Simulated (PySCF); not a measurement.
Computed with PBE-D3(BJ)/def2-TZVP // PBE-D3(BJ)/def2-SVP run with PySCF. Gas-phase values, no solvent. One relaxed conformer stands for a flexible species; it need not be the lowest. 

Reference species: [W(OH)(NH2)5] (neutral, multiplicity 1).

The coordination number is 6 and the HOMO–LUMO gap is 2.98 eV. The charge on the central atom (Mulliken) is 0.90 e.

After one change: the coordination number hardly moves; the HOMO–LUMO gap rises by 0.68 eV; the charge on the central atom (Mulliken) rises by 0.34 e.

Problem. Name the change that produced these shifts. The new species is one of these.
(A) [W(OH)6]
(B) [W(OH)2(NH2)4]
(C) [W(OH)3(NH2)3]
(D) [W(OH)4(NH2)2]

Solution. A, [W(OH)6]
